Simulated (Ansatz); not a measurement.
`Cl[SiH2]Cl` + `CCN` → `CCN[SiH2]Cl` + HCl at 700 K and 1 bar (ligand exchange at the Si–Cl bond).

Gas-phase electronic energies from Ansatz, PBE0-D4/def2-TZVP geometries. CCSD(T)/CBS is the MP2 limit (def2-TZVPP, def2-QZVPP) plus CCSD(T) − MP2 in def2-TZVPP, frozen cores. This one scheme is used for every species. One conformer a species, not always the lowest.

```tsv
species	CCSD(T)/CBS energy (Eh)	H − E (kJ/mol)	S (J/(mol·K))
`Cl[SiH2]Cl`	-1209.93203	98.0	351.1
`CCN`	-135.01652	298.7	354.6
`CCN[SiH2]Cl`	-884.55705	354.5	490.2
HCl	-460.38127	38.4	211.8
```

H − E and S are ideal-gas, rigid-rotor, harmonic terms from PBE0-D4/def2-TZVP, for one conformer and one mirror image of each species. 1 Eh = 2625.50 kJ/mol, R = 8.31446 J/(mol·K).

Task: By hand: ΔE, ΔH, ΔS and ΔG.

Result: ΔE = (-884.55705) + (-460.38127) − (-1209.93203) − (-135.01652) = 0.01023 Eh = 26.9 kJ/mol. Δ(H − E) = 354.5 + 38.4 − 98.0 − 298.7 = -3.8, so ΔH = 23.1 kJ/mol. ΔS = 490.2 + 211.8 − 351.1 − 354.6 = -3.7 J/(mol·K). ΔG = 23.1 − 700 × (-3.7)/1000 = 25.7 kJ/mol.

Task: By hand: the equilibrium constant, and the temperature at which ΔG would vanish if ΔH and ΔS stayed fixed.

Result: log₁₀ K = −ΔG/(RT ln 10) = -1.9. ΔH and −TΔS have one sign here, so there is no such temperature.

The number of gas molecules stays the same, so ΔS is small and ΔH decides. A doubt of 5 kJ/mol in ΔE shifts log₁₀ K by 0.4 here. Other conformers and mirror images would add mixing entropy, several J/(mol·K) or more a flexible species. These are equilibria of isolated gas molecules and say nothing of rates. Largest T1 diagnostic: 0.010 (customary marks: 0.02 for closed shells, 0.045 for open ones).

ΔS is within the doubt of such terms, so its sign, and with it that verdict, could turn.
